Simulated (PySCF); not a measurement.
PySCF input file for C3H4Cl2Ge, SMILES [Ge@@H]1([Cl])[CH2]C(=[CH]1)Cl, PBE-D3(BJ)/def2-SVP. Geometry optimised at PBE-D3(BJ)/def2-SVP. The structure was generated by enumeration; whether it is a known compound was not checked.

```python
import numpy as np
from pyscf import gto, scf, dft, df
from pyscf.hessian import thermo

mol = gto.M(
    atom='''
    Cl    3.13483045    0.16598135   -0.30005048
    C     1.39287312    0.20668870   -0.21861030
    C     0.63701220    1.05736961    0.52648755
    Ge   -0.97519520    0.26958095   -0.22775962
    Cl   -2.23082873   -0.87815427    1.14251707
    C     0.54781060   -0.75602423   -1.02765069
    H     0.97223153    1.84166311    1.21724268
    H    -1.92998862    1.10390050   -1.11607697
    H     0.62410563   -1.80982966   -0.69248031
    H     0.70569351   -0.70358961   -2.12366938
    ''',
    basis='def2-SVP',
    charge=0,
    spin=0,
    max_memory=1600,
    verbose=3,
)
mf = dft.RKS(mol, xc='pbe').density_fit(auxbasis='def2-universal-jkfit')
mf.disp = 'd3bj'
mf.grids.level = 3
mf.conv_tol = 1e-11
mf.max_cycle = 100
mf.kernel()

# [left out here: the lines that compute and print the analytic Hessian (its translational invariance restored by hand, since the grid's response is missing), thermochemistry and intensities]
```

Output:

```
converged SCF energy = -3112.66374676726

WARN: DFTD3 does not support analytical Hessian, using finite difference


WARN: Mole.unit (angstrom) is changed to Bohr

Mode                                 0                   1                   2
Irrep
Freq [cm^-1]                       57.8090            144.7083            213.7579
Reduced mass [au]                  16.4886              4.3452              6.0748
Force const [Dyne/A]                0.0325              0.0536              0.1635
Char temp [K]                      83.1742            208.2030            307.5500
Normal mode                   x     y     z       x     y     z       x     y     z
       0  Cl                 0.02  0.05 -0.06    0.01  0.02  0.03    0.03 -0.03  0.02
       1   C                 0.02 -0.02  0.02    0.00 -0.01 -0.02    0.03  0.07 -0.07
       2   C                 0.02 -0.04  0.05   -0.01 -0.09  0.05    0.02  0.11 -0.11
       3  Ge                 0.02 -0.02  0.03   -0.00 -0.04 -0.02    0.00 -0.02  0.04
       4  Cl                -0.10  0.03 -0.04   -0.01  0.06  0.05   -0.06 -0.01 -0.00
       5   C                 0.02 -0.04  0.05    0.02  0.06 -0.13    0.02  0.06 -0.06
       6   H                 0.03 -0.04  0.04   -0.03 -0.16  0.14    0.02  0.14 -0.15
       7   H                 0.10  0.01 -0.01    0.00  0.01  0.02   -0.05 -0.08  0.04
       8   H                 0.03 -0.03  0.08    0.06  0.02 -0.27    0.12  0.05 -0.13
       9   H                 0.02 -0.07  0.04    0.00  0.22 -0.13   -0.06  0.14 -0.07
Mode                                 3                   4                   5
Irrep
Freq [cm^-1]                      283.3146            319.9995            407.9337
Reduced mass [au]                   6.3806             18.0851             25.6714
Force const [Dyne/A]                0.3018              1.0911              2.5170
Char temp [K]                     407.6266            460.4080            586.9257
Normal mode                   x     y     z       x     y     z       x     y     z
       0  Cl                 0.04  0.05  0.05    0.11 -0.01 -0.02   -0.04  0.00  0.00
       1   C                 0.01 -0.10 -0.09    0.06  0.01  0.03   -0.00  0.01 -0.02
       2   C                 0.06 -0.07 -0.09    0.01 -0.02  0.03    0.01  0.00  0.01
       3  Ge                -0.01  0.03  0.02   -0.06  0.02 -0.03    0.05  0.03 -0.04
       4  Cl                -0.01 -0.01  0.00   -0.02 -0.03  0.04   -0.07 -0.07  0.08
       5   C                -0.06 -0.09 -0.05    0.04  0.02  0.04    0.02 -0.01 -0.01
       6   H                 0.13 -0.08 -0.11   -0.04 -0.03  0.06    0.02 -0.03  0.04
       7   H                -0.02  0.06  0.05   -0.07  0.03 -0.00    0.01  0.03  0.00
       8   H                -0.13 -0.08 -0.02    0.01  0.03  0.07   -0.01  0.01  0.06
       9   H                -0.11 -0.14 -0.06    0.08 -0.03  0.04    0.06 -0.07 -0.01
Mode                                 6                   7                   8
Irrep
Freq [cm^-1]                      421.2314            549.8165            581.6136
Reduced mass [au]                   2.1535              3.5672              1.0770
Force const [Dyne/A]                0.2251              0.6353              0.2146
Char temp [K]                     606.0581            791.0635            836.8125
Normal mode                   x     y     z       x     y     z       x     y     z
       0  Cl                -0.00 -0.01  0.02    0.04  0.01  0.00    0.00  0.00  0.00
       1   C                -0.00  0.14 -0.15   -0.03  0.02  0.01   -0.00  0.00  0.03
       2   C                -0.01 -0.04  0.04    0.02  0.04  0.05   -0.01  0.03 -0.02
       3  Ge                -0.00 -0.01  0.00    0.02 -0.02 -0.02    0.00 -0.02 -0.01
       4  Cl                 0.01  0.01 -0.01   -0.00 -0.00  0.01   -0.00  0.01 -0.00
       5   C                -0.00  0.00  0.00   -0.20  0.05  0.04   -0.00  0.00 -0.00
       6   H                -0.02 -0.22  0.25    0.05  0.04  0.03    0.00  0.06 -0.06
       7   H                 0.01  0.04  0.04    0.05 -0.03 -0.06   -0.03  0.67  0.67
       8   H                 0.01  0.12  0.38   -0.28  0.04  0.01   -0.13  0.01  0.05
       9   H                -0.02 -0.38 -0.02   -0.36  0.06  0.02    0.07 -0.06  0.01
Mode                                 9                  10                  11
Irrep
Freq [cm^-1]                      633.9248            678.7934            731.1484
Reduced mass [au]                   3.8384              1.1580              1.3778
Force const [Dyne/A]                0.9088              0.3144              0.4340
Char temp [K]                     912.0767            976.6326           1051.9598
Normal mode                   x     y     z       x     y     z       x     y     z
       0  Cl                 0.05 -0.01 -0.01   -0.00  0.00 -0.01    0.00 -0.00  0.00
       1   C                -0.07  0.01  0.01    0.01 -0.05  0.05    0.00  0.05 -0.06
       2   C                -0.20 -0.02 -0.03    0.01  0.03 -0.03   -0.00 -0.06  0.07
       3  Ge                 0.03  0.02  0.02    0.01 -0.00  0.00    0.01  0.01 -0.01
       4  Cl                -0.00 -0.00  0.00   -0.00  0.01 -0.01   -0.00  0.00 -0.01
       5   C                -0.02 -0.05 -0.04   -0.01  0.05 -0.04    0.00 -0.06  0.06
       6   H                -0.45  0.03  0.02   -0.01 -0.16  0.19   -0.00  0.21 -0.24
       7   H                 0.01 -0.02  0.01   -0.60 -0.43  0.26   -0.47 -0.18  0.33
       8   H                -0.02 -0.04 -0.02   -0.28  0.08  0.16    0.29 -0.11 -0.17
       9   H                 0.03 -0.05 -0.04    0.21 -0.17 -0.01   -0.26  0.19  0.03
Mode                                12                  13                  14
Irrep
Freq [cm^-1]                      812.2694            830.2242            977.9168
Reduced mass [au]                   4.3589              1.2274              2.0706
Force const [Dyne/A]                1.6944              0.4985              1.1667
Char temp [K]                    1168.6749           1194.5077           1407.0045
Normal mode                   x     y     z       x     y     z       x     y     z
       0  Cl                -0.03  0.00  0.00   -0.00  0.00 -0.00   -0.02 -0.00  0.00
       1   C                 0.15 -0.01 -0.01    0.01 -0.01  0.01    0.12  0.04  0.04
       2   C                -0.03 -0.12 -0.09   -0.00  0.05 -0.08    0.07  0.05  0.05
       3  Ge                 0.00  0.00  0.00    0.00  0.00 -0.00   -0.01  0.00  0.00
       4  Cl                -0.00 -0.00  0.00    0.00 -0.00 -0.00    0.00  0.00 -0.00
       5   C                -0.01  0.11  0.09    0.00 -0.05  0.07   -0.01 -0.10 -0.09
       6   H                -0.30  0.00 -0.11   -0.03 -0.49  0.55   -0.49  0.20  0.15
       7   H                 0.04  0.02 -0.00   -0.04  0.06  0.09    0.01 -0.00 -0.03
       8   H                -0.11  0.10  0.06    0.27 -0.10 -0.17   -0.16 -0.11 -0.08
       9   H                -0.14  0.07  0.07   -0.28  0.21  0.04   -0.23 -0.14 -0.12
Mode                                15                  16                  17
Irrep
Freq [cm^-1]                     1030.2501           1039.6554           1148.3964
Reduced mass [au]                   1.2696              1.3669              2.5363
Force const [Dyne/A]                0.7940              0.8705              1.9708
Char temp [K]                    1482.3005           1495.8326           1652.2868
Normal mode                   x     y     z       x     y     z       x     y     z
       0  Cl                 0.00  0.00 -0.00    0.00 -0.00 -0.00   -0.01 -0.00 -0.00
       1   C                -0.00 -0.06  0.06   -0.00 -0.01  0.05    0.14  0.09  0.07
       2   C                 0.02 -0.00 -0.01   -0.07  0.01  0.00   -0.10 -0.01 -0.01
       3  Ge                 0.00  0.00 -0.00   -0.00  0.00  0.00    0.00  0.00  0.00
       4  Cl                -0.00 -0.00  0.00    0.00 -0.00 -0.00   -0.00 -0.00  0.00
       5   C                -0.07  0.05 -0.05    0.12  0.01 -0.04   -0.09 -0.05 -0.04
       6   H                -0.10  0.08 -0.04    0.33 -0.06 -0.11    0.47 -0.15 -0.11
       7   H                -0.01  0.02  0.03   -0.01 -0.02 -0.02    0.01 -0.03 -0.03
       8   H                 0.72  0.20  0.27   -0.20  0.05  0.15    0.12 -0.07 -0.12
       9   H                -0.16 -0.30 -0.08   -0.69 -0.14 -0.15    0.19 -0.11 -0.01
Mode                                18                  19                  20
Irrep
Freq [cm^-1]                     1364.2441           1546.3104           2083.4927
Reduced mass [au]                   1.1379              8.2120              1.0216
Force const [Dyne/A]                1.2478             11.5688              2.6128
Char temp [K]                    1962.8435           2224.7964           2997.6821
Normal mode                   x     y     z       x     y     z       x     y     z
       0  Cl                -0.00 -0.00 -0.00    0.00 -0.00 -0.00   -0.00 -0.00  0.00
       1   C                 0.01  0.02  0.02   -0.11  0.14  0.12   -0.00  0.00 -0.00
       2   C                 0.01 -0.02 -0.01    0.10 -0.11 -0.10    0.00  0.00  0.00
       3  Ge                -0.00  0.00  0.00    0.00  0.00  0.00   -0.01  0.01 -0.01
       4  Cl                -0.00  0.00 -0.00   -0.00 -0.00 -0.00   -0.00  0.00 -0.00
       5   C                -0.02 -0.07 -0.06    0.00 -0.01 -0.01    0.00 -0.00 -0.00
       6   H                 0.01 -0.02 -0.02   -0.07 -0.10 -0.09   -0.00  0.00  0.00
       7   H                -0.00 -0.00 -0.01   -0.01 -0.02 -0.01    0.62 -0.53  0.56
       8   H                -0.02  0.17  0.64   -0.04 -0.03 -0.08   -0.00 -0.00 -0.00
       9   H                 0.02  0.66 -0.00   -0.04 -0.08 -0.02   -0.00  0.00 -0.00
Mode                                21                  22                  23
Irrep
Freq [cm^-1]                     3009.4739           3074.3334           3173.6616
Reduced mass [au]                   1.0582              1.1081              1.0991
Force const [Dyne/A]                5.6469              6.1707              6.5222
Char temp [K]                    4329.9628           4423.2813           4566.1924
Normal mode                   x     y     z       x     y     z       x     y     z
       0  Cl                -0.00 -0.00  0.00    0.00 -0.00  0.00   -0.00  0.00  0.00
       1   C                 0.00  0.00  0.00   -0.00 -0.00  0.00    0.01 -0.00 -0.00
       2   C                -0.00  0.00  0.00   -0.00 -0.00  0.00    0.02  0.06  0.06
       3  Ge                -0.00  0.00  0.00    0.00 -0.00  0.00   -0.00 -0.00 -0.00
       4  Cl                 0.00  0.00 -0.00    0.00  0.00 -0.00    0.00  0.00 -0.00
       5   C                 0.01 -0.05 -0.04   -0.00 -0.06  0.07   -0.00 -0.00 -0.00
       6   H                 0.00  0.01  0.00    0.00  0.00  0.00   -0.28 -0.68 -0.60
       7   H                 0.00 -0.00  0.00   -0.00  0.00 -0.00    0.00 -0.00  0.00
       8   H                -0.04  0.63 -0.22   -0.05  0.65 -0.20   -0.00  0.01 -0.00
       9   H                -0.09 -0.05  0.69    0.09  0.02 -0.64   -0.00  0.00  0.00
temperature 298.1500 [K]
pressure 101325.00 [Pa]
Rotational constants [GHz] 4.64882 0.71286 0.69700
Symmetry number 1
Zero-point energy (ZPE) 0.05721 [Eh]   150216.750 [J/mol]
                           tot       elec      trans        rot        vib
Entropy [J/mol/K]       366.238      0.000    173.757    122.682     69.799
Cv [J/mol/K]            106.456      0.000     12.472     12.472     81.513
Cp [J/mol/K]            114.771      0.000     20.786     12.472     81.513
Internal energy [J/mol]                      3718.434   3718.434 161891.329
Internal energy [Eh]   -3112.59925  -3112.66375
Enthalpy [J/mol]                             6197.391   3718.434 161891.329
Enthalpy [Eh]          -3112.59831
Gibbs free energy [J/mol]                  -45608.379 -32859.164 141080.837
Gibbs free energy [Eh] -3112.63990
mode   freq/cm-1   IR/(km/mol)
   1       57.81         1.286
   2      144.71         1.519
   3      213.76         2.242
   4      283.31         0.894
   5      320.00        10.816
   6      407.93        72.743
   7      421.23        12.279
   8      549.82         7.920
   9      581.61        20.083
  10      633.92        10.716
  11      678.79        34.496
  12      731.15        88.407
  13      812.27        48.750
  14      830.22         7.344
  15      977.92        19.801
  16     1030.25         4.801
  17     1039.66         9.142
  18     1148.40       106.337
  19     1364.24         6.535
  20     1546.31        92.304
  21     2083.49       119.517
  22     3009.47         4.256
  23     3074.33         0.603
  24     3173.66         1.338
max |gradient| / (hartree/bohr): 4.604977074375245e-05
APT charges: [-0.4174  0.5228 -0.4512  1.2552 -0.5315 -0.2487  0.0703 -0.2465  0.0279
  0.0192]
```

The run converged.

Cost: roughly 2.5 core-minutes.
